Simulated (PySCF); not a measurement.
Spectra and structures to be paired. The calculation used TDDFT B3LYP/def2-SVPD, vertical, gas phase, core orbitals frozen in the response, def2 core potentials past Kr in PySCF 2.14.0, density-fitted response routines. Geometries: PBE0-D3(BJ)/def2-SVP; one conformer of each isolated species. Triplets are in the Tamm–Dancoff approximation. Atoms past krypton carry core potentials; spin–orbit coupling is left out. Ions are computed without counter-ions or solvent.

A. `[SbH2][Cl]`
B. `c1cc(S)c(S)cc1`
C. `O=COc1ccc[n+]([AlH3-])c1`
D. `C[C@H]1C=C[P@H+](C)C=C1`

Lowest singlet levels (six at most, fewer where fewer were computed) with oscillator strengths:

1. 274 nm (f 0.021); 257 nm (f 0.047); 255 nm (f 0.052); 232 nm (f 0.026); 230 nm (f 0.035); 229 nm (f 0.091)
2. 276 nm (f 0.030); 241 nm (f 0.004); 207 nm (f 0.037); 202 nm (f 0.058); 199 nm (f 0.074); 182 nm (f 0.021); T1 3.75 eV
3. 328 nm (f 0.040); 321 nm (f 0.001); 295 nm (f 0.004); 285 nm (f 0.000); 241 nm (f 0.070); 234 nm (f 0.000); T1 3.58 eV
4. 214 nm (f 0.007); 209 nm (f 0.076); 192 nm (f 0.006); 182 nm (f 0.027); 181 nm (f 0.001); 173 nm (f 0.572); T1 4.28 eV

Problem. Which spectrum belongs to which structure?

Solution. 1 = B, 2 = A, 3 = C, 4 = D.
- A: S1 at 4.49 eV, HOMO→LUMO (97%); Löwdin shares by element: HOMO antimony 47%, chlorine 34%, hydrogen 19%; LUMO antimony 59%, chlorine 28%, hydrogen 14%; HOMO -7.57 and LUMO -2.15 eV; point group Cs.
- B: S1 at 4.52 eV, HOMO→LUMO (80%), HOMO-1→LUMO+1 (18%); Löwdin shares by element: HOMO sulfur 48%, carbon 24% or more (atoms not listed hold the other 27%); LUMO carbon 63% or more (atoms not listed hold the other 37%); HOMO -6.23 and LUMO -0.88 eV.
- C: S1 at 3.78 eV, HOMO→LUMO (98%); Löwdin shares by element: HOMO hydrogen 56% or more, aluminium 37%; LUMO carbon 46% or more, nitrogen 21% (atoms not listed hold the other 33%); HOMO -7.00 and LUMO -2.55 eV.
- D: S1 at 5.79 eV, HOMO→LUMO (91%), HOMO-1→LUMO+1 (8%); Löwdin shares by element: HOMO carbon 58% or more (atoms not listed hold the other 42%); LUMO (one of a set within 0.03 eV) carbon 70% or more (atoms not listed hold the other 30%); HOMO -12.09 and LUMO -5.43 eV; point group Cs.
A and B have S1 within 0.04 eV of each other; their strongest listed levels stand at 6.24 eV (f 0.074) and 5.42 eV (f 0.091).
